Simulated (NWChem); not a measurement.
# Basis-set convergence for H2FNSi

```xyz
5

Si    -0.1471    -0.6281     0.0000
F     -1.1920     0.6444     0.0000
N      1.3131     0.2688     0.0000
H      1.3676     1.2848     0.0000
H      2.2273    -0.1719     0.0000
```
Charge 0, spin multiplicity 1.

The numbers come from NWChem runs, not from measurements. The geometry was optimised at PBE0/def2-SVP, a minimum by its harmonic frequencies. It is one conformer; others weren't searched.

Quantity: dipole moment at the level PBE.

The Pople sets run with spherical d functions. The structure started from a generated list of species.

```
basis        functions  dipole moment (D)
-----------  ---------  -----------------
STO-3G              21         (withheld)
3-21G               35               2.83
cc-pVDZ             56         (withheld)
pcseg-1             56               2.61
6-31+G*             62         (withheld)
aug-cc-pVDZ         91               2.45
aug-pcseg-1         91               2.45
cc-pVTZ            122               2.45
def2-TZVPD         138               2.41
def2-QZVP          244               2.41
```

**Question.** What belongs in the gaps?

**Answer.** 
- STO-3G, dipole moment (D): 1.41
- cc-pVDZ, dipole moment (D): 2.57
- 6-31+G*, dipole moment (D): 2.54
